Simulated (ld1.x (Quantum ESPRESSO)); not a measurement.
## Al (Z = 13), ultrasoft: configuration errors across variants

aluminium (Al), ultrasoft, made with ld1.x (Quantum ESPRESSO) 7.5 (PBEsol, scalar-relativistic). Core [Ne], reference 3s2 3p1. Waves: 3s (bound): rcut 2.00, rcutus 2.30 bohr; 3s channel at 1.25 Ry: rcut 2.00, rcutus 2.30 bohr; 3p (bound): rcut 2.10, rcutus 2.75 bohr; 3p channel at 0.35 Ry: rcut 2.10, rcutus 2.75 bohr; 3d channel at -0.05 Ry: rcut 2.05, rcutus 2.80 bohr. Local part: all-electron potential smoothed inside 1.85 bohr (lloc = -1). Core correction: none. Augmentation charge: PSQ, radius 1.90 bohr.

All-electron excitation energies from the reference (eV): (1) 3s2 3p0 5.736; (2) 3s1 3p0 24.906; (3) 3s2 3p0.5 2.074; (4) 3s1 3p1 11.527; (5) 3s0 3p3 10.405; (6) 3s2 3p1.3 -0.568; (7) 3s1 3p2 5.119.

2 further variants failed, have other tests or too few solved ones, and are left out.

Errors AE − PS in meV (a dash: test not solved or not reliable):

```tsv
change	(1)	(2)	(3)	(4)	(5)	(6)	(7)	bound ghosts
base	-2.7	+5.6	-0.5	+4.3	+13	0.0	+2.6	none
waves 3s (bound): rcut 1.64, rcutus 1.74 bohr; 3s channel at 1.25 Ry: rcut 1.64, rcutus 1.74 bohr	–	–	–	–	–	–	–	none
waves 3s (bound): rcut 2.00, rcutus 2.16 bohr; 3s channel at 1.25 Ry: rcut 2.00, rcutus 2.16 bohr	-2.8	+4.3	-0.5	+3.7	+11	0.0	+2.0	none
waves 3s (bound): rcut 2.00, rcutus 2.52 bohr; 3s channel at 1.25 Ry: rcut 2.00, rcutus 2.52 bohr	-2.2	+7.7	-0.4	+5.3	+18	0.0	+3.8	none
waves 3s (bound): rcut 2.00, rcutus 2.72 bohr; 3s channel at 1.25 Ry: rcut 2.00, rcutus 2.72 bohr	–	–	-0.2	+6.5	+24	0.0	+5.4	none
waves 3s (bound): rcut 2.00, rcutus 2.96 bohr; 3s channel at 1.25 Ry: rcut 2.00, rcutus 2.96 bohr	–	–	–	–	–	–	–	none
waves 3s (bound): rcut 2.00, rcutus 3.26 bohr; 3s channel at 1.25 Ry: rcut 2.00, rcutus 3.26 bohr	+44	+95	+27	+56	+59	–	+42	none
```

Task: Give the same row for: waves 3s (bound): rcut 1.86, rcutus 1.98 bohr; 3s channel at 1.25 Ry: rcut 1.86, rcutus 1.98 bohr.

Result: -2.8, +2.8, -0.5, +3.2, +9.7, 0.0, +1.7; bound ghosts: none.
